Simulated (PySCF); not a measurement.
C₈H₅N₅, SMILES C12=NC=CC3N1C(=CC=N2)N=CN=3.

Geometry optimised at PBE-D3(BJ)/def2-SVP.

These are PBE0/def2-SVP in PySCF values and carry that method's errors.

Gas-phase values at a fixed geometry.

- total energy: -580.53388 hartree
- point group: C2v
- highest occupied level: -6.26 eV
- lowest empty level: -2.68 eV
- orbital gap: 3.58 eV
- dipole moment: 0.259 e·Å
- quadrupole, principal values (traceless, Buckingham form, about the centre of nuclear charge): -15.29, -0.03, 15.32 D·Å
- mean static polarisability: 117.4 bohr³ (17.40 Å³)
- polarisability, principal values: 47.5, 146.2, 158.5 bohr³
